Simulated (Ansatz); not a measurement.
AgSn2. The state is a quartet with charge 0. Geometry PBE-D4/def2-TZVP; atoms count from 1.

```xyz
3

Ag   -0.2771    0.4560   -1.3764
Sn   -1.3778   -0.5228    0.8958
Sn    1.6550    0.0668    0.4806
```

In the def2 sets Ag, Sn take a core potential; there is no spin–orbit coupling. At PBE0-D4/def2-TZVP a doublet of charge 0 lies 0.91 eV below the quartet, each at its own geometry. The structure comes from a short search, and lower isomers may exist.

**Question.** Estimate the Mulliken populations from the PBE0/def2-TZVP orbitals of Ansatz.

**Answer.** 
| atom | charge (e) | spin (α − β) | d electrons |
| --- | --- | --- | --- |
| Ag1 | -0.05 | 0.08 | 9.85 |
| Sn2 | 0.02 | 1.46 | – |
| Sn3 | 0.02 | 1.46 | – |
Mulliken values depend strongly on the basis.

**Question.** Where does the spin sit?

**Answer.** Summed by element: Ag 0.08, Sn 2.92, of 3 unpaired in all. Largest on single atoms: Sn2 1.46, Sn3 1.46, Ag1 0.08.

**Question.** And the Mayer bond orders between heavy atoms (over 0.3)?

**Answer.** Ag1–Sn2 0.84 (2.71 Å); Ag1–Sn3 0.84 (2.71 Å); Sn2–Sn3 1.07 (3.12 Å).
